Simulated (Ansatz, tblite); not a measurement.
Removing and adding an electron: Cd₅CuS₄I₄. Charge 0, multiplicity 2. Geometry: PBE-D4/def2-SVP. Ansatz, gas phase; energy differences of separate SCF runs; the oxidised species is a triplet (the singlet lies 0.36 eV higher at PBE0-D4/def2-TZVP); the reduced species is a singlet (the triplet lies 1.96 eV higher at PBE0-D4/def2-TZVP).

```
atom   x (Å)   y (Å)   z (Å)
 Cu1   0.518  -0.995   1.874
 Cd2  -0.250   2.166   1.259
 Cd3   1.432  -0.285  -1.485
 Cd4   0.488  -3.092  -0.418
 Cd5  -1.345   1.150  -1.947
 Cd6  -1.920  -1.021   0.435
  S7   1.774   0.545   0.862
  S8  -0.757  -2.872   1.714
  S9  -2.564   1.360   0.169
 S10  -0.879  -1.479  -1.992
 I11  -0.413   0.611   3.743
 I12   0.017   4.797   0.738
 I13   2.967  -2.829  -1.634
 I14   0.931   1.945  -3.319
```

In the def2 sets Cd, I take a core potential; there is no spin–orbit coupling. The xTB rows come from tblite. Correlated methods freeze 45 core orbitals; core or outer-core shells of Cd, I are correlated, in sets that lack core-valence functions. Single mean-field runs in def2-TZVP are fitted with def2-universal-jkfit. HOMO above LUMO, or a gap near zero within one spin, warns that the state may not be the lowest or that an electron is smeared out. No other spin state of charge 0 was run.

| level | −HOMO (eV) | vertical IE (eV) | −LUMO (eV) | vertical EA (eV) | HOMO–LUMO gap (eV) | IE − EA (eV) | remarks |
| --- | --- | --- | --- | --- | --- | --- | --- |
| GFN1-xTB | – | 11.32 | – | 7.42 | – | 3.90 | – |
| GFN2-xTB | – | 13.63 | – | 9.80 | – | 3.83 | – |
| PBE-QIDH/def2-TZVP | – | 8.40 | – | 4.86 | – | 3.53 | test for broken spin undecided (-1 singlet) |

(1) Estimate the rows for PBE-D4/def2-TZVP, PBE0-D4/def2-TZVP.

Results:

(1) 
```json
{"level": "PBE-D4/def2-TZVP", "−HOMO (eV)": "5.84", "vertical IE (eV)": "7.76", "−LUMO (eV)": "5.72", "vertical EA (eV)": "3.90", "HOMO–LUMO gap (eV)": "0.11", "IE − EA (eV)": "3.86", "remarks": "gap within one spin near zero (+1 triplet), gap within one spin near zero (doublet)"}
{"level": "PBE0-D4/def2-TZVP", "−HOMO (eV)": "6.60", "vertical IE (eV)": "8.16", "−LUMO (eV)": "5.23", "vertical EA (eV)": "4.11", "HOMO–LUMO gap (eV)": "1.36", "IE − EA (eV)": "4.06", "remarks": "–"}
```

   HOMO and LUMO are the levels of the spin that leaves or enters (xTB has no such levels and no spin-polarisation term). Other spin states of the ions may lie lower, which would lower the ionisation energy or raise the affinity. Raw xTB energy differences between charge states are shifted by several eV; the methods need an empirical correction for them. Sets without diffuse functions give affinities that are too small.
